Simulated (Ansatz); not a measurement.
Coupled-cluster diagnostics for CrBr₂, Ansatz.

Geometry of the quintet (PBE-D4/def2-TZVP):

```csv
atom,x (Å),y (Å),z (Å)
Cr1,0.000,0.000,0.000
Br2,0.333,2.290,-0.240
Br3,-0.333,-2.290,0.240
```

Correlated methods freeze 23 core orbitals; core or outer-core shells of Cr, Br are correlated, in sets that lack core-valence functions.

(1) Estimate the CCSD(T) correlation energy, the shares of MP2 and (T), T1 and the reference's ⟨S²⟩ for: charge 0, quintet, own geometry in def2-SVP; and the rough time on 2 threads of Intel Xeon Platinum 8259CL on a shared host.

Results:

(1) 
| state | basis | correlation (eV) | MP2 share (%) | (T) share (%) | T1 | ⟨S²⟩ (pure) | wall time |
| --- | --- | --- | --- | --- | --- | --- | --- |
| charge 0, quintet, own geometry | def2-SVP | -18.858 | 95.2 | 2.1 | 0.012 | 6.01 (6.00) | 19 s |
Customary marks for T1 are 0.02 (closed shells), 0.045 (open shells) and about 0.05 (3d metals). T1 stays under 0.02 throughout.
